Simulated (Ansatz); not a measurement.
`[OH][Al]([Br])[O][SiH3]` + `[SiH3]Br` → `[OH][Al]([Br])[Br]` + `[SiH3]O[SiH3]` at 500 K and 1 bar (redistribution).

Program: Ansatz. Geometries: PBE0-D4/def2-TZVP. ΔE: electronic, gas phase. CBS: MP2 limit from def2 TZ/QZ plus the TZ coupled-cluster correction, frozen cores. For Br outer-core shells are correlated without core-valence functions, which leaves a few kJ/mol of doubt a bond. Scalar relativity is left out up to krypton. Each species was taken in one conformer, which may not be the lowest.

| species | CCSD(T)/CBS energy (Eh) | H − E (kJ/mol) | S (J/(mol·K)) |
| --- | --- | --- | --- |
| `[OH][Al]([Br])[O][SiH3]` | -3257.40041 | 169.6 | 474.0 |
| `[SiH3]Br` | -2864.23411 | 91.6 | 294.2 |
| `[OH][Al]([Br])[Br]` | -5464.62977 | 78.3 | 391.7 |
| `[SiH3]O[SiH3]` | -657.01000 | 183.5 | 385.7 |

H − E and S are ideal-gas, rigid-rotor, harmonic terms from PBE0-D4/def2-TZVP, for one conformer and one mirror image of each species. 1 Eh = 2625.50 kJ/mol, R = 8.31446 J/(mol·K).

Q: By hand: ΔE, ΔH, ΔS and ΔG.

A: ΔE = (-5464.62977) + (-657.01000) − (-3257.40041) − (-2864.23411) = -0.00525 Eh = -13.8 kJ/mol. Δ(H − E) = 78.3 + 183.5 − 169.6 − 91.6 = 0.6, so ΔH = -13.2 kJ/mol. ΔS = 391.7 + 385.7 − 474.0 − 294.2 = 9.2 J/(mol·K). ΔG = -13.2 − 500 × (9.2)/1000 = -17.8 kJ/mol.

Q: By hand: the equilibrium constant, and the temperature at which ΔG would vanish if ΔH and ΔS stayed fixed.

A: log₁₀ K = −ΔG/(RT ln 10) = 1.9. ΔH and −TΔS have one sign here, so there is no such temperature.

TΔS isn't small against ΔH here. A doubt of 5 kJ/mol in ΔE shifts log₁₀ K by 0.5 here. Other conformers and mirror images would add mixing entropy, several J/(mol·K) or more a flexible species. Modes under 60 cm⁻¹, often nearly free rotors, make the harmonic entropy too high. These are equilibria of isolated gas molecules and say nothing of rates. Largest T1 diagnostic: 0.011 (customary marks: 0.02 for closed shells, 0.045 for open ones).

ΔS is within the doubt of such terms, so its sign, and with it that verdict, could turn.
